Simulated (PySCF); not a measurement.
## Ru³⁺: interval between two levels

Ru³⁺ [Kr] 4d5 [6S5/2, M_J = 5/2] → Ru³⁺ [Kr] 4d4 5p1 [6F11/2, M_J = 11/2], as a difference of total energies. Calculation: PySCF 2.14, in x2c-TZVPall-2c with one added diffuse shell each of s, p, d type (9s10p8d1f, 86 functions); the two-component X2C-1e Hamiltonian. Correlated levels: [Ar] 3d10 frozen; the 6 highest virtual spinors dropped. "Screened" scales the spin-orbit matrix elements by Boettger's factors to mimic the two-electron term; Breit and QED terms are absent.

```
                    method  interval between two levels (cm⁻¹)
           GHF (spin-free)                              143940
          GMP2 (spin-free)                              143610
 GHF (screened spin-orbit)                              146500
GMP2 (screened spin-orbit)                              146270
```

The labels give the starting determinants; with spin-orbit coupling the two ends relaxed to ⟨J²⟩ = 8.75, ⟨L²⟩ = 0.02, ⟨S²⟩ = 8.73 and ⟨J²⟩ = 35.76, ⟨L²⟩ = 12.10, ⟨S²⟩ = 8.71.
